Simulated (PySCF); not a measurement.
Computed with B3LYP-D3(BJ)/def2-TZVP (PySCF 2.14.0). All species are isolated molecules in the gas phase. B3LYP has the VWN-RPA correlation part, as in Gaussian. 

Reference species (SMILES): `F[SiH3]` (neutral, multiplicity 1).

```
Property       Result
-------------  ------
dipole moment  1.31 D
```

Changed species: `F[SiH](F)F` (whole molecule; the reference has whole molecule).

**Question.** What does the change do to the dipole moment?

**Answer.** the dipole moment stays essentially unchanged.
